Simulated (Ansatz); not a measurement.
Consider the ligand exchange at the Si–S bond: `Cl[SiH2]S[Si](Cl)(Cl)Cl` + HCl → `Cl[Si](Cl)(Cl)Cl` + `S[SiH2]Cl`.

Calculated with Ansatz (gas phase, PBE0-D4/def2-TZVP geometries, no zero-point term in ΔE). CBS: MP2 limit from def2 TZ/QZ plus the TZ coupled-cluster correction, frozen cores. This one scheme is used for every species. DFT in def2-TZVPP. Each species was taken in one conformer, which may not be the lowest.

```tsv
level	ΔE (kJ/mol)
ωB97X-V	-30.6
MP2/def2-TZVPP	-24.3
CCSD/def2-TZVPP	-32.3
HF/def2-QZVPP	-51.2
```

Problem. What does CCSD(T)/CBS give? (Best estimate.)

Solution. The calculation gave: -26.3 kJ/mol. The listed levels differ from it by -4.3, 2.0, -6.0, -24.9 kJ/mol.

Largest T1 diagnostic among the species: 0.010.

The D4 term adds +19.0 kJ/mol with B3LYP and +11.1 kJ/mol with PBE0; it sums over pairs of atoms, weighted by their polarisabilities, and B3LYP, whose exchange is more repulsive, gets the larger term. In def2-TZVPP, CCSD(T) changes the Hartree–Fock value by +22.3 kJ/mol (the triples alone add +4.2 kJ/mol) and MP2 by +26.2 kJ/mol.

B3LYP here is the variant with VWN-RPA as its local correlation; programs differ in this.
